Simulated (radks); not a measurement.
Values are calculated unless marked as measured or tabulated.
Isoelectronic series with 11 electrons, each ion in its NIST ground configuration. Code: a radial shooting solver on a logarithmic mesh with Libxc functionals. Model: scalar-relativistic Kohn-Sham, r2SCAN, spin-polarised, spherical densities, finite nucleus; open shells are filled with parallel spins first; meta-GGA in the generalised Kohn-Sham scheme; Fermi nuclear charge, rms radius of each element as measured or else 0.836 A^(1/3) + 0.57 fm. Total energies (hartree) and orbital eigenvalues (eV) (* marks an orbital that is empty in some or all of the ions):

| ion | configuration | E (hartree) | 3p up* | 3s up | 2p down |
|---|---|---|---|---|---|
| Mg+ | [Ne] 3s1 | -200.09952 | -7.3738 | -12.0723 | -56.9119 |
| Al2+ | [Ne] 3s1 | -241.89796 | -17.6974 | -24.6966 | -91.7835 |
| Si3+ | [Ne] 3s1 | -287.86634 | -31.4109 | -40.6574 | -133.8140 |
| P4+ | [Ne] 3s1 | -338.00519 | -48.3644 | -59.8359 | -182.8693 |
| S5+ | [Ne] 3s1 | -392.31842 | -68.4852 | -82.1762 | -238.8866 |
| Cl6+ | [Ne] 3s1 | -450.81189 | -91.7338 | -107.6491 | -301.8329 |
| Ar7+ | [Ne] 3s1 | -513.49290 | -118.0869 | -136.2389 | -371.6902 |
